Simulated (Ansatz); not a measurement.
Ideal-gas functions of F2H2S2Sn (`[F][Sn]([F])([SH])[SH]`) at 500 K and 1 bar, from an Ansatz frequency run at PBE0-D4/def2-TZVP.

Molar mass 222.86 g/mol, point group C1 (symmetry number 1), electronic degeneracy 1, moments of inertia 232.773, 355.798, 420.39 u Å². Harmonic wavenumbers (cm⁻¹, unscaled): 79, 102, 119, 130, 147, 167, 204, 359, 396, 632, 641, 723, 742, 2699, 2702.

Use S(trans) = R[1.5 ln M + 2.5 ln T − 1.1517]; rotational temperatures θ = 24.2544 K / I; S(rot) = R[ln(√π/σ · √(T³/θAθBθC)) + 1.5]; for each mode x = 1.438777 ν̃/T, S = R[x/(eˣ − 1) − ln(1 − e⁻ˣ)] and H = RT x/(eˣ − 1); 1 cm⁻¹ = 0.0119627 kJ/mol; R = 8.31446 J/(mol·K).

Q: By hand: the entropy, in J/(mol·K).

A: Translation 187.0. Rotation: θ = 0.1042, 0.0682, 0.0577 K, giving 127.2. Vibration, mode by mode: 20.65, 18.54, 17.27, 16.54, 15.53, 14.49, 12.86, 8.40, 7.66, 4.40, 4.31, 3.58, 3.43, 0.03, 0.03, in all 147.7. Electronic 0.0. Sum 461.9 J/(mol·K).

Q: By hand: H − E and G − E in kJ/mol, counted from the electronic energy.

A: Zero-point energy ½ × 9842 × 0.0119627 = 58.9; thermal vibration 33.8; translation, rotation and pV give 4 RT = 16.6. H − E = 109.3 kJ/mol, and G − E = 109.3 − 500 × 461.9/1000 = -121.6 kJ/mol.

Vibration gives 32 % of the entropy, 88.5 J/(mol·K) of it from the modes under 150 cm⁻¹: soft modes count most, and the harmonic formula is weakest for them. The sum counts one conformer and one mirror image; others add a mixing term.
